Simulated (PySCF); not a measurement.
Structure problem from calculated spectra and properties.

Formula: C4H7NOSi.

- Rotational structure: rotational constants A, B, C: 3.200, 1.720, 1.386 GHz [GFN2-xTB]
- 1H NMR: chemical shifts (computed TMS as zero) by class: 6.92 (1 H), 6.75 (1 H), 4.71 (1 H), 3.96 (1 H), 3.49 (1 H), 3.45 (1 H), 2.40 (1 H) ppm [GIAO PBE0/pcSseg-1]
- 13C NMR: chemical shifts (computed TMS as zero) by class: 173.2 (1 C), 149.1 (1 C), 137.0 (1 C), 23.5 (1 C) ppm [GIAO PBE0/pcSseg-1]
- Dipole: 4.33 D [CAM-B3LYP/def2-SVPD]
- UV, first state: lowest singlet excitation: 5.01 eV (247 nm, f = 0.002) [TDDFT CAM-B3LYP/def2-SVPD]
- Polarisability: 86.8 au [CAM-B3LYP/def2-SVPD]
- NMR, other nuclei: isotropic shieldings of nuclei other than C and H, by class: 160 (1 N), -97 (1 O), 482 (1 Si) ppm [GIAO PBE0/pcSseg-1]

Gas-phase values; electronic properties from PySCF, density fitting. Levels stand in brackets. The structure is a single GFN2-xTB conformer in the gas phase; no vibrational or solvent corrections. Each NMR value is the plain mean over a class of atoms that symmetry, rotation or inversion makes alike.

Problem. Give a SMILES that accounts for the data.

Solution. Numbering: `[CH2:1]=[C:2]1[SiH2:3][C@H:4]1[C:5]([NH2:6])=[O:7]`. Its formula, C4H7NOSi, gives 3 degrees of unsaturation: 1 ring and 2 π bonds in the structure found. 4 carbons fall into 4 classes; from least to most shielded: amide carbonyl carbon [C5] (173.2 ppm), fully substituted alkene carbon [C2] (149.1 ppm), terminal =CH2 carbon [C1] (137.0 ppm), ring sp3 carbon bound to silicon [C4] (23.5 ppm). Hydrogen classes from least to most shielded: 1 H on a terminal =CH2 carbon, C1 (6.92 ppm), 1 H on a terminal =CH2 carbon, C1 (6.75 ppm), 1 H on an amide nitrogen, N6 (4.71 ppm), 1 H on an amide nitrogen, N6 (3.96 ppm), 1 H on an SiH2 silicon, Si3 (3.49 ppm), 1 H on an SiH2 silicon, Si3 (3.45 ppm), 1 H on an sp3 carbon bound to silicon, C4 (2.40 ppm). The other shieldings belong to: 160 ppm, amide nitrogen [N6]; -97 ppm, amide oxygen [O7]; 482 ppm, SiH2 silicon [Si3]. The optimised geometry has point group C1 and is an asymmetric top. Structure: `C=C1[SiH2][C@H]1C(N)=O`. Computed isomers that give other values at the same levels: `C#C/C=N\[SiH2]OC` (13C chemical shifts (computed TMS as zero) by class: 156.7 (1 C), 89.2 (1 C), 82.6 (1 C), 53.1 (1 C) ppm); `C#C/C=N/[SiH2]OC` (13C chemical shifts (computed TMS as zero) by class: 155.9 (1 C), 88.7 (1 C), 87.2 (1 C), 52.7 (1 C) ppm); `C[SiH2]c1cnoc1` (13C chemical shifts (computed TMS as zero) by class: 169.9 (1 C), 156.2 (1 C), 112.8 (1 C), -5.6 (1 C) ppm). The assignments are read from this structure; whether some other isomer fits the data as well wasn't checked. The mirror image fits equally.

The values belong to the conformer `[CH2:1]=[C:2]1[SiH2:3][C@H:4]1[C:5]([NH2:6])=[O:7]`: Si3–C4–C5–N6 58°, H–N6–C5–C4 174°, H–N6–C5–C4 20°.
